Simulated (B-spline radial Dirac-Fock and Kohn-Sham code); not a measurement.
## How the levels of thulium move as electrons are removed

Level of theory: Dirac-Fock ΔSCF + Breit + QED; a radial atomic solver. Each ion is free and in its tabulated ground configuration. Correlation energy is missing from these numbers.

Reference: Tm⁵¹⁺, [Ne] 3s2 3p6, with K 62943.1 eV, L1 13563.3 eV. Shifts from it, in eV (a dash: the subshell is empty, belongs to an open shell averaged over j, or its hole state is left out as unreliable):

| ion | configuration | K | L1 |
| --- | --- | --- | --- |
| Tm⁵²⁺ | [Ne] 3s2 3p5 | +177.9 | +150.6 |
| Tm⁵³⁺ | [Ne] 3s2 3p4 | ? | ? |
| Tm⁵⁴⁺ | [Ne] 3s2 3p3 | +539.6 | +456.1 |
| Tm⁵⁵⁺ | [Ne] 3s2 3p2 | +723.5 | +610.9 |
| Tm⁵⁶⁺ | [Ne] 3s2 3p1 | +909.3 | +767.1 |
| Tm⁵⁷⁺ | [Ne] 3s2 | +1097.2 | +924.6 |
| Tm⁵⁸⁺ | [Ne] 3s1 | – | – |
| Tm⁵⁹⁺ | [He] 2s2 2p6 | +1459.0 | +1223.4 |
| Tm⁶⁰⁺ | [He] 2s2 2p5 | +1899.6 | +1503.4 |

Question: Give the missing shifts for Tm⁵³⁺.

Answer: K +357.8, L1 +302.7 (eV).

Values without a named source are computed, but for edge energies of neutral atoms, which are taken from tables.
